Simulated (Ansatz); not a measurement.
Reaction (substitution at a C–O bond): `C[O][Sn][NH2]` + `N[SiH2]CCl` → `CN[SiH2]CCl` + `[NH2][Sn][OH]`

Gas-phase electronic energies from Ansatz, PBE0-D4/def2-TZVP geometries. CBS: MP2 limit from def2 TZ/QZ plus the TZ coupled-cluster correction, frozen cores. Functionals use def2-TZVPP. B3LYP here is the variant with VWN-RPA as its local correlation; programs differ in this. Elements past krypton have def2 core potentials. For Sn outer-core shells are correlated without core-valence functions, which leaves a few kJ/mol of doubt a bond. Each species was taken in one conformer, which may not be the lowest.

Q: Is it downhill or uphill in electronic energy at CCSD(T)/CBS, and by how much? (Best estimate.)

A: Ansatz gave: Downhill: ΔE = -14.9 kJ/mol.

Q: What do these levels give: B3LYP-D4, ωB97M-V, B3LYP, CCSD(T)/def2-TZVPP, HF/def2-QZVPP, MP2/def2-QZVPP? (An estimate is asked.)

A: Computed: B3LYP-D4 -11.9, ωB97M-V -15.0, B3LYP -12.1, CCSD(T)/def2-TZVPP -14.1, HF/def2-QZVPP -12.5, MP2/def2-QZVPP -17.2 kJ/mol.

Largest T1 diagnostic among the species: 0.017.
